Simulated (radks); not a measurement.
The phosphorus ion P+ inside a hard spherical wall (all orbitals vanish at R), configuration held at [Ne] 3s2 3p2 and not refilled when levels cross. Method: non-relativistic Kohn-Sham, LDA (Slater exchange, VWN5 correlation), spin-unpolarised, spherical densities, point nucleus; computed with a radial shooting solver on a logarithmic mesh with Libxc functionals. Eigenvalues in eV, with the zero of energy where the potential of the charges vanishes at infinity; a dash marks a level that is unbound or too diffuse for the functional's potential to be trusted. A positive occupied level is held by the wall or, in an anion where self-interaction has pushed it up, behind a barrier. The pressure on the wall is -dE/dV.

R (bohr)  E (hartree)  kinetic (hartree)    e(2s)    e(2p)    e(3s)    e(3p)  e(4s, empty)  e(3d, empty)  pressure (GPa)
free       -339.58505            338.836  -182.86  -135.19  -23.240  -14.314        -4.877        -3.932               0
20         -339.58505            338.836  -182.86  -135.19  -23.240  -14.314        -4.877        -3.932        < 0.0001
15         -339.58505            338.836  -182.86  -135.19  -23.240  -14.314        -4.875        -3.932        < 0.0001
12         -339.58505            338.836  -182.86  -135.19  -23.240  -14.314        -4.855        -3.924        < 0.0001
5          -339.56170            339.014  -181.96  -134.28  -22.637  -13.568         2.857        -1.530            3.81
3          -338.80427            342.256  -171.93  -124.11  -13.723   -2.640        51.524        13.210             366
2          -334.35281            355.169  -149.23  -100.77   25.029   39.427        194.98        52.890            6330
1.5        -323.60467            381.448  -120.54  -70.323   110.61   122.73        441.87        115.44           40700
